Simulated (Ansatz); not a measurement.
A geometry relaxed with Ansatz (a first-principles code) with r2SCAN-D4/def2-TZVP, charge 0, multiplicity 1:

```xyz
6

Sn    -0.4925    -0.0037     0.0710
O      1.3815     0.5680    -0.1846
H     -0.5759    -0.9705     1.4784
H     -1.3132     1.4734     0.2335
H     -0.9808    -0.8888    -1.3075
H      1.9809    -0.1783    -0.2909
```

Question: Write the SMILES of this molecule.

Answer: `[OH][SnH3]`
